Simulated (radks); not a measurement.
Values are calculated unless marked as measured or tabulated.
Removal energies from the palladium ion Pd13+, [Ar] 3d10 4s2 4p(1/2: 2, 3/2: 1), by Delta-SCF beside the eigenvalue of the level emptied. Code: a radial shooting solver on a logarithmic mesh with Libxc functionals. Model: Dirac Kohn-Sham, BLYP, spin-unpolarised, spherical densities, finite nucleus; Fermi nuclear charge, rms radius of each element as measured or else 0.836 A^(1/3) + 0.57 fm. Sub-shells are occupied by j as written (lower j first in brackets).

removed from                             final configuration  Delta-SCF (eV)  -eigenvalue (eV)
4p3/2                       [Ar] 3d10 4s2 4p(1/2: 2, 3/2: 0)          311.75            299.24
4p1/2                       [Ar] 3d10 4s2 4p(1/2: 1, 3/2: 1)          318.39            305.63
4s1/2                       [Ar] 3d10 4s1 4p(1/2: 2, 3/2: 1)          353.68            340.54
3d5/2         [Ar] 3d(3/2: 4, 5/2: 5) 4s2 4p(1/2: 2, 3/2: 1)          639.50            611.23
